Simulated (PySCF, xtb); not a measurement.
CH3F3OSi, SMILES O[Si](F)(F)CF. One conformer was computed; it need not be the lowest.

Harmonic wavenumbers (cm⁻¹) from GFN2-xTB (xtb) at its own minimum, in rising order: 33, 123, 156, 194, 217, 253, 273, 362, 690, 752, 759, 852, 916, 1006, 1037, 1198, 1292, 1436, 2969, 2977, 3653.

### Question
What does PBE0-D3(BJ)/def2-SVP (PySCF) give at its own minimum? (An estimate is asked for; the answer gives what the named calculation found.)

### Answer
32, 151, 188, 269, 287, 334, 347, 404, 688, 766, 813, 887, 981, 1021, 1082, 1238, 1315, 1452, 3071, 3138, 3899. Paired by order, the mean absolute difference is 58 cm⁻¹ and the zero-point energies are 30.2 and 32.0 kcal/mol.
